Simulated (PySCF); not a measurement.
## Calculated data, CH₄GeOSi, ClGeH₄OSi, Ge₂H₆N, ClGeHO and others

Computed with PySCF 2.14.0. Calculation on a computer-drawn molecule: the log of a Hartree-Fock and frozen-core CCSD(T) single point meant for a local Hartree-Fock minimum, with one planted fault or none, to be diagnosed. Offsets are logged minus clean, where the clean run is the same molecule without the fault. The reference is restricted for singlets and unrestricted otherwise, and also for a bond in bohr or an excited solution. Adding or removing an electron swaps singlet and doublet. The excited solution moves the top pair (singlet) or top alpha electron (doublet) to the lowest empty orbital. Highest occupied and lowest empty are orbital energies over both spins, largest force is the largest gradient component, triples share is (T) over the correlation energy, the T1 limit is 0.02 restricted and 0.045 unrestricted, electrons count all cores, a negative frequency is imaginary (commonest isotopes), and the dipole is about the centre of nuclear charge; on germanium a core potential holds 10 electrons, which the energies leave out, and 3d is frozen in MP2 and coupled-cluster steps.

Common to all runs: meant basis and core potential on germanium cc-pVDZ-PP ECP10MDF; logged SCF converged yes; possible faults no fault, one electron removed, one electron added, multiplicity raised by two, geometry at a saddle point, SCF held on an excited solution, minimal basis STO-3G, one bond length entered in bohr, all coordinates scaled.

(1) CH₄GeOSi

Logged structure:
```xyz
8
CH4GeOSi
C      1.1936     1.4529    -0.4801
Si     0.7545     0.0009     0.6768
Ge    -1.3608     0.9631     1.5188
O     -2.6940     0.9373     0.5834
H      0.3724     1.6374    -1.1830
H      1.3476     2.3843     0.0779
H      2.1009     1.2393    -1.0489
H     -1.4555     1.5287     2.9575
```

| Quantity | Value |
| --- | --- |
| meant charge | 0 |
| meant multiplicity | 1 |
| meant basis | cc-pV(D+d)Z |
| logged electrons | 63 |
| logged basis functions | 94 |
| logged spin squared | 1.2783 |
| logged highest occupied | -14.003 eV |
| logged lowest empty | -6.8023 eV |
| logged largest force | 0.049171 hartree/bohr |
| logged T1 diagnostic | 0.094375 |
| logged D1 diagnostic | 0.39098 |
| logged triples share | 0.043514 |
| logged CC converged | yes |
| logged dipole magnitude | 8.081 debye |
| logged SCF stable within its kind | yes |
| logged energy HF | -696.98804 hartree |
| logged energy CCSD(T) | -697.54438 hartree |
| planted fault | one electron removed |
| HF energy offset from clean run | 180 kcal/mol |
| CCSD(T) energy offset from clean run | 189.4 kcal/mol |

Drawn bonds:
```tsv
atom	other atom	order
1	2	1
2	3	1
3	4	2
1	5	1
1	6	1
1	7	1
3	8	1
```

Notes: T1 above single-reference limit.

(2) ClGeH₄OSi

Logged structure:
```xyz
8
ClGeH4OSi
O     -0.8231     3.0898    -0.2067
Si    -0.2442     1.6488    -0.7847
Ge    -1.2315    -0.2431     0.3406
Cl    -0.4071    -2.0115    -0.6620
H     -1.7172     3.3376    -0.3896
H      1.2148     1.6683    -0.5508
H     -0.8823    -0.4108     1.8200
H     -2.7478    -0.3330     0.1620
```

| Quantity | Value |
| --- | --- |
| meant charge | 0 |
| meant multiplicity | 2 |
| meant basis | cc-pV(D+d)Z |
| logged electrons | 76 |
| logged basis functions | 103 |
| logged spin squared | 0 |
| logged highest occupied | -0.94054 eV |
| logged lowest empty | 7.2043 eV |
| logged largest force | 0.073803 hartree/bohr |
| logged T1 diagnostic | 0.011874 |
| logged D1 diagnostic | 0.032781 |
| logged triples share | 0.023795 |
| logged CC converged | yes |
| logged dipole magnitude | 4.5653 debye |
| logged SCF stable within its kind | yes |
| logged energy HF | -1119.0562 hartree |
| logged energy CCSD(T) | -1119.64155 hartree |
| planted fault | one electron added |
| HF energy offset from clean run | 2.564 kcal/mol |
| CCSD(T) energy offset from clean run | -14.58 kcal/mol |

Drawn bonds:
```tsv
atom	other atom	order
1	2	1
2	3	1
3	4	1
1	5	1
2	6	1
3	7	1
3	8	1
```

(3) Ge₂H₆N

Logged structure:
```xyz
9
Ge2H6N
Ge     1.7638     0.6138     2.0887
N      0.6738     0.4237     0.6180
Ge    -0.0172     1.7431    -0.4667
H      1.2452     1.8175     2.8969
H      1.6725    -0.6837     2.9180
H      0.7358    -0.4804     0.1810
H     -0.1707     2.9966     0.3949
H     -1.3778     1.2821    -0.9987
H      0.8999     2.0508    -1.6596
```

| Quantity | Value |
| --- | --- |
| meant charge | 0 |
| meant multiplicity | 2 |
| meant basis | cc-pVDZ |
| logged electrons | 77 |
| logged basis functions | 90 |
| logged spin squared | 0.7571 |
| logged highest occupied | -8.2166 eV |
| logged lowest empty | 1.5186 eV |
| logged largest force | 1.916e-05 hartree/bohr |
| logged lowest frequency | 57.983 cm⁻¹ |
| logged T1 diagnostic | 0.016319 |
| logged D1 diagnostic | 0.075247 |
| logged triples share | 0.026435 |
| logged CC converged | yes |
| logged dipole magnitude | 0.77931 debye |
| logged SCF stable within its kind | yes |
| logged energy HF | -644.66777 hartree |
| logged energy CCSD(T) | -645.08259 hartree |
| planted fault | no fault |
| HF energy offset from clean run | 0 kcal/mol |
| CCSD(T) energy offset from clean run | 0 kcal/mol |

Drawn bonds:
```tsv
atom	other atom	order
1	2	1
2	3	1
1	4	1
1	5	1
2	6	1
3	7	1
3	8	1
3	9	1
```

(4) ClGeHO

Logged structure:
```xyz
4
ClGeHO
O      0.4701     1.1763     1.3714
Ge    -1.0029     0.8501     0.4389
Cl    -3.6434     0.9632     3.6597
H      1.2726     1.2096     0.8670
```

| Property | Result |
| --- | --- |
| meant charge | 0 |
| meant multiplicity | 1 |
| meant basis | cc-pV(D+d)Z |
| logged electrons | 58 |
| logged basis functions | 65 |
| logged spin squared | 0.9757 |
| logged highest occupied | -7.3494 eV |
| logged lowest empty | -0.63984 eV |
| logged largest force | 0.006876 hartree/bohr |
| logged T1 diagnostic | 0.046636 |
| logged D1 diagnostic | 0.25613 |
| logged triples share | 0.022767 |
| logged CC converged | yes |
| logged dipole magnitude | 2.2147 debye |
| logged SCF stable within its kind | yes |
| logged energy HF | -828.29501 hartree |
| logged energy CCSD(T) | -828.7056 hartree |
| planted fault | one bond length entered in bohr, row 2 of the drawn bonds |
| HF energy offset from clean run | 65.53 kcal/mol |
| CCSD(T) energy offset from clean run | 82.7 kcal/mol |

Drawn bonds:
```tsv
atom	other atom	order
1	2	1
2	3	1
1	4	1
```

Notes: T1 above single-reference limit.

(5) BGeH₂NO

Logged structure:
```xyz
6
BGeH2NO
N     -1.6813     0.7758    -3.8405
B     -1.3572     0.3414    -2.7318
O     -1.0138    -0.1252    -1.5447
Ge    -1.9034    -0.9617    -0.1966
H     -1.9100     1.1319    -4.7267
H     -3.3222    -0.9664    -0.9195
```

| Property | Result |
| --- | --- |
| meant charge | 0 |
| meant multiplicity | 1 |
| meant basis | cc-pVDZ |
| logged electrons | 54 |
| logged basis functions | 75 |
| logged spin squared | 0 |
| logged highest occupied | -6.4055 eV |
| logged lowest empty | -4.0001 eV |
| logged largest force | 0.054005 hartree/bohr |
| logged CC converged | no |
| logged dipole magnitude | 3.2753 debye |
| logged SCF stable within its kind | no |
| logged energy HF | -448.30316 hartree |
| planted fault | SCF held on an excited solution |
| HF energy offset from clean run | 183 kcal/mol |

Drawn bonds:
```tsv
atom	other atom	order
1	2	2
2	3	1
3	4	1
1	5	1
4	6	1
```

Notes: CCSD not converged.

(6) CH₄BGeO

Logged structure:
```xyz
8
CH4BGeO
B      0.0133    -1.1037     1.9049
C     -0.4633    -0.9181     0.5949
Ge     0.5111    -0.0683    -0.6946
O     -0.0720     0.1555    -2.2846
H      0.4324    -1.2466     2.9907
H     -1.4494    -1.2890     0.3229
H      1.8854     0.5246    -0.5611
H     -0.9297    -0.1576    -2.5512
```

| Item | Value |
| --- | --- |
| meant charge | 1 |
| meant multiplicity | 1 |
| meant basis | cc-pVDZ |
| logged electrons | 53 |
| logged basis functions | 85 |
| logged spin squared | 0.7564 |
| logged highest occupied | -24.483 eV |
| logged lowest empty | -12.963 eV |
| logged largest force | 0.078869 hartree/bohr |
| logged T1 diagnostic | 0.026149 |
| logged D1 diagnostic | 0.12556 |
| logged triples share | 0.028685 |
| logged CC converged | yes |
| logged dipole magnitude | 10.068 debye |
| logged SCF stable within its kind | yes |
| logged energy HF | -432.32312 hartree |
| logged energy CCSD(T) | -432.79431 hartree |
| planted fault | one electron removed |
| HF energy offset from clean run | 324 kcal/mol |
| CCSD(T) energy offset from clean run | 350.6 kcal/mol |

Drawn bonds:
```tsv
atom	other atom	order
1	2	1
2	3	2
3	4	1
1	5	1
2	6	1
3	7	1
4	8	1
```
